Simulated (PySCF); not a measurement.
Species: C₄H₆O₂Se.
SMILES with atom numbers: `[O:1]=[CH:2][O:3][C@@H:4]1[CH2:5][CH2:6][Se:7]1` (hydrogens: H8 on C2; H9 on C4; H10, H11 on C5; H12, H13 on C6)

Geometry (PBE0-D3(BJ)/def2-SVP, Å), atoms numbered from 1 in this order:
```xyz
13
C4H6O2Se angstrom
O      2.708   -0.795    0.451
C      2.520   -0.030   -0.450
O      1.325    0.263   -0.966
C      0.220   -0.403   -0.400
C     -1.096    0.253   -0.798
C     -1.818    0.213    0.554
Se    -0.127   -0.118    1.524
H      3.304    0.552   -0.976
H      0.302   -1.480   -0.607
H     -0.876    1.290   -1.087
H     -1.622   -0.233   -1.636
H     -2.498   -0.642    0.669
H     -2.338    1.134    0.846
```

Linear response at B3LYP/def2-SVPD (PySCF, frozen core in the response, non-relativistic). Relativistic effects, spin–orbit coupling among them, are left out although an element past zinc is present.

Static isotropic polarisability: 80.84 au (11.98 Å³), principal values 65.1, 84.1, 93.4 au.

Question: What is the polarisability at 1064 nm and at the sodium D line?

Answer: 81.64 au at 1064 nm (+1.0 %), 83.55 au at 589.3 nm (+3.3 %). The rise at 589.3 nm is 3.40 times that at 1064 nm; a pure ω² law gives 3.26. The lowest singlet lies at 309 nm, shorter than both wavelengths.

Question: What is the isotropic C6 coefficient between two such molecules, C6 = (3/π)∫α(iω)² dω?

Answer: 2591 au (Eh·bohr⁶) by a ten-point quadrature over imaginary frequencies, which is 1550 eV·Å⁶ or 149 J·nm⁶/mol.

Question: Which effective excitation energy ω̄ makes London's formula C6 = (3/4)α²ω̄ exact here?

Answer: ω̄ = 4·C6/(3α²) = 0.529 Eh = 14.4 eV. A one-pole form α(ω) = α/(1 − ω²/ω̄²) fitted to the 1064 nm value gives 11.8 eV.

Question: How many electrons N does the Slater–Kirkwood formula C6 = (3/4)·√N·α^(3/2) need to give this C6?

Answer: N = (4·C6/3)²/α³ = 22.6; the species has 80 electrons in all.

Question: What three-body coefficient follows from the one-pole estimate C9 = (3/4)·α·C6?

Answer: 157000 au. This is an estimate from the two numbers above, not a computed integral.

Question: The lowest 6 singlets have (eV, f): 4.01, 0.000; 4.74, 0.001; 5.64, 0.006; 5.71, 0.004; 5.74, 0.043; 6.12, 0.025. What share of the static polarisability do they carry in the sum over states α = Σ f/ω²?

Answer: 1.74 au, 2.2 % of α; the largest term, 0.97 au, is that of the state at 5.74 eV. Their oscillator strengths add up to 0.08. Higher states carry the rest.

Question: What n − 1 at the D line would an ideal gas of it have at 273.15 K and 1 atm (2.6868 × 10¹⁹ cm⁻³), by n − 1 = 2π·N·α′?

Answer: 20.90 × 10⁻⁴, a formal value whether or not that pressure can be reached.

Question: What molar refraction at the D line follows from R = (4π/3)·N_A·α′, with α′ the polarisability volume?

Answer: α′ = 12.38 Å³ gives R = 31.23 cm³/mol, for isolated, non-vibrating species.

Question: How anisotropic is the static polarisability, by Δα² = ½[(α1 − α2)² + (α2 − α3)² + (α3 − α1)²]?

Answer: Δα = 25.0 au, or 0.31 of the isotropic value.

One conformer stands for the species.
